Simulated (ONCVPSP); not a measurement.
# Potentials for Mo (Z = 42) compared

Generated with ld1.x 7.5 (TM, RRKJ, ultrasoft, PAW), atompaw 4.2 or ONCVPSP 4.0.1. The cutoff is in Ry: for ld1.x and atompaw files where the sum of valence levels is converged to 10 mRy in a Bessel basis, for ONCV files where the hardest occupied wave has 1 mHa per electron of residual kinetic energy. The error is the largest all-electron minus pseudo excitation energy over each file’s own four to seven test configurations (ionisations up to +4, promotions, holes and added fractions of an electron), all of which were solved. The labels leave out finer settings (local radius, basis sizes, second energies), which also bear on the numbers. Spin-polarised tests are not counted. The rows are a selection from randomly drawn settings: files with unsolved tests, undetermined cutoffs or missed reference levels are left out.

A true bound ghost makes a file unfit for plane-wave use even where its test errors are small: the radial tests pick states by their node count and pass the ghost by.

| potential | cutoff (Ry) | largest error (meV) | bound ghosts |
| --- | --- | --- | --- |
| ONCV, LDA (Perdew-Wang 92), scalar-relativistic, rc 1.50/1.50/1.75 (spd), local smoothed, core correction no, reference 4s2 4p6 4d4 5s2, qcut 6/7.6/5.7, projectors 3/1/2 | 52 | +26 | s |
| ONCV, PBE, scalar-relativistic, rc 1.40/1.45/2.05 (spd), local smoothed, core correction yes, reference 4s2 4p6 4d3, qcut 6.8/7.8/9.2, projectors 2/1/1 | 47 | -4.4 | none |
| ONCV, PBEsol, scalar-relativistic, rc 1.86/1.48/1.82 (spd), local smoothed, core correction no, reference 4s2 4p6 4d5 5s1, qcut 8.6/5.5/4.9, projectors 2/2/1 | 101 | -2.1 | none |
| ONCV, PBE, scalar-relativistic, rc 1.85/1.85/1.75 (spd), local smoothed, core correction yes, reference 4s2 4p6 4d5 5s1, qcut 6.3/8/6, projectors 2/2/2 | 38 | -2.6 | none |
| ONCV, PBE, scalar-relativistic, rc 1.78/1.66/1.66 (spd), local d, core correction yes, reference 4s2 4p6 4d5 5s1, qcut 7.4/8.8/10.9, projectors 2/2/0 | 44 | -2.2 | none |

Q: Fill in the row for Mo: ONCV, PBE, scalar-relativistic, rc 1.65/1.45/1.45 (spd), local d, core correction yes, reference 4s2 4p6 4d5, qcut 6/10.8/10.9, projectors 2/2/0.

A: cutoff 66 Ry, largest error +4.8 meV, bound ghosts: none.
